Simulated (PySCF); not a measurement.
A structure optimised at PBE0-D3(BJ)/def2-SVP, used in a PySCF frequency run:

```xyz
9

C     -2.4935     0.0000     1.7610
C     -1.4950     0.0000     1.0672
Si     0.0000     0.0000     0.0392
Cl     0.0000     1.6673    -1.1540
Cl     0.0000    -1.6673    -1.1540
C      1.4950     0.0000     1.0672
C      2.4935     0.0000     1.7610
H     -3.3780     0.0000     2.3741
H      3.3780     0.0000     2.3741
```

Question: Write its SMILES, formula and point group.

Answer: C#C[Si](Cl)(Cl)C#C, C₄H₂Cl₂Si, C2v

Question: What are its rotational constants (standard atomic weights)?

Answer: 1.2499, 1.1944, 1.1664 GHz
